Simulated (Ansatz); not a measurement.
`CO[SiH]([SiH3])Cl` + NH₃ → `N[SiH]([SiH3])Cl` + CH₃OH at 600 K and 1 bar (ligand exchange at the Si–O bond).

Calculated with Ansatz (gas phase, PBE0-D4/def2-TZVP geometries, no zero-point term in ΔE). CCSD(T)/CBS adds triple-zeta CCSD(T) − MP2 to the extrapolated MP2 energy (def2 sets, frozen cores). This one scheme is used for every species. One conformer a species, not always the lowest.

```
            species  CCSD(T)/CBS energy (Eh)  H − E (kJ/mol)  S (J/(mol·K))
`CO[SiH]([SiH3])Cl`              -1155.45034           278.7          500.9
                NH₃                -56.50880           112.4          219.5
 `N[SiH]([SiH3])Cl`              -1096.32520           227.0          453.3
              CH₃OH               -115.61712           163.6          277.3
```

H − E and S are ideal-gas, rigid-rotor, harmonic terms from PBE0-D4/def2-TZVP, for one conformer and one mirror image of each species. 1 Eh = 2625.50 kJ/mol, R = 8.31446 J/(mol·K).

Task: By hand: ΔE, ΔH, ΔS and ΔG.

Result: ΔE = (-1096.32520) + (-115.61712) − (-1155.45034) − (-56.50880) = 0.01682 Eh = 44.2 kJ/mol. Δ(H − E) = 227.0 + 163.6 − 278.7 − 112.4 = -0.5, so ΔH = 43.7 kJ/mol. ΔS = 453.3 + 277.3 − 500.9 − 219.5 = 10.2 J/(mol·K). ΔG = 43.7 − 600 × (10.2)/1000 = 37.6 kJ/mol.

Task: By hand: the equilibrium constant, and the temperature at which ΔG would vanish if ΔH and ΔS stayed fixed.

Result: log₁₀ K = −ΔG/(RT ln 10) = -3.3. ΔG = 0 at ΔH/ΔS = 4284 K, far beyond where these terms or the molecules hold.

The number of gas molecules stays the same, so ΔS is small and ΔH decides. A doubt of 5 kJ/mol in ΔE shifts log₁₀ K by 0.4 here. Other conformers and mirror images would add mixing entropy, several J/(mol·K) or more a flexible species. These are equilibria of isolated gas molecules and say nothing of rates. Largest T1 diagnostic: 0.012 (customary marks: 0.02 for closed shells, 0.045 for open ones).
